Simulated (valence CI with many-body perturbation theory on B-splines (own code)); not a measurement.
## Questions on Ni¹⁴⁺

Calculated by configuration interaction combined with many-body perturbation theory (CI+MBPT): four valence electrons over a frozen Dirac-Fock core [Ne], a basis of 11 s, 11 p, 10 d, 8 f, 5 g, 2 h functions for each j, with the one-electron correlation potential Σ1 (screened to all orders), the two-electron term Σ2, the three-electron term Σ3, Breit, model QED; selected single and double excitations, second order for the rest, scaled by the run's own slope (own B-spline code, finite nucleus).

No measured levels were compared; by estimate levels of excited configurations hold to 0.05 to 0.15 % of their energy, terms of the ground configuration to about 0.5 %. Among the levels kept, up to 810 cm⁻¹ of a level comes from second order outside the variational space, and about a tenth of that is noise between levels of different J, which matters for small intervals.

Rates and lifetimes use the calculated energies. Strong lines usually hold to 10 to 20 %, long lifetimes can be off by a factor of two.

Question: What is the ground level?

Answer: 3s2.3p2 3P_0, composition 92 % 3s2.3p2 3P + 5 % 3s2.3p2 1S.

Question: Where does the other parity begin?

Answer: At 3s.3p3 5S°_2, 254470 cm⁻¹.

Question: What is the ionisation energy?

Answer: 462.11 eV; NIST lists 462.8 ± 1.1 eV (semi-empirical).

Question: Among levels below 1380400 cm⁻¹, which E1 lines absorb most strongly from the ground level?

Answer: to 3s2.3p.3d 3P°_1 at 17.66 nm, f = 0.822; to 3s.3p3 3S°_1 at 20.90 nm, f = 0.159; to 3s.3p3 3D°_1 at 29.82 nm, f = 0.0779.

Question: Name the longest-lived excited levels whose lifetime is computed, and their main decay.

Answer: 3s2.3p2 3P_2 at 27404 cm⁻¹ lives 44.3 ms, mostly by M1 to 3s2.3p2 3P_1; 3s2.3p2 3P_1 at 14909 cm⁻¹ lives 17.6 ms, mostly by M1 to 3s2.3p2 3P_0; 3s2.3p2 1D_2 at 62999 cm⁻¹ lives 2.22 ms, mostly by M1 to 3s2.3p2 3P_2. The lifetime of 3s2.3p.3d 3F°_4 is too uncertain to give, and may be longer.
